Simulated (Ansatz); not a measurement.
Start from `C#C[SiH]1CS1` and change one atom or group to get `I[SiH]1CS1`.

Ansatz, PBE0-D4/def2-TZVP geometries, multiplicity 1. 

Elements past krypton have def2 core potentials.

```csv
property,`C#C[SiH]1CS1`
LUMO energy (PBE/def2-TZVPP) / eV,-1.86
HOMO–LUMO gap (ωB97M-V/def2-TZVPP) / eV,10.12
HOMO–LUMO gap (PBE0/def2-TZVPP) / eV,6.03
"ideal-gas entropy at 298 K and 1 bar (rigid rotor, harmonic PBE0-D4/def2-TZVP) / J/(mol·K)",328
HOMO–LUMO gap (PBE/def2-TZVPP) / eV,3.99
HOMO energy (ωB97M-V/def2-TZVPP) / eV,-9.20
```

(1) Give the same properties after the change, and the shifts. (Estimate.)

Answers

(1) Ansatz gave: 
```json
{"property": "LUMO energy (PBE/def2-TZVPP) / eV", "`I[SiH]1CS1`": "-1.89", "shift": "-0.03"}
{"property": "HOMO–LUMO gap (ωB97M-V/def2-TZVPP) / eV", "`I[SiH]1CS1`": "10.17", "shift": "0.05"}
{"property": "HOMO–LUMO gap (PBE0/def2-TZVPP) / eV", "`I[SiH]1CS1`": "6.18", "shift": "0.15"}
{"property": "ideal-gas entropy at 298 K and 1 bar (rigid rotor, harmonic PBE0-D4/def2-TZVP) / J/(mol·K)", "`I[SiH]1CS1`": "331", "shift": "3"}
{"property": "HOMO–LUMO gap (PBE/def2-TZVPP) / eV", "`I[SiH]1CS1`": "4.15", "shift": "0.16"}
{"property": "HOMO energy (ωB97M-V/def2-TZVPP) / eV", "`I[SiH]1CS1`": "-9.36", "shift": "-0.16"}
```

With PBE0 the HOMO falls by 0.20 eV and the LUMO falls by 0.05 eV, so the gap widens by about 0.15 eV. PBE moves the HOMO by -0.21 eV and ωB97M-V by -0.16 eV. The zero-point energy changes by -48.3 kJ/mol with -6 modes.

Spin–orbit coupling is left out; it splits and shifts lone-pair levels of the heavy atoms by tenths of an eV.
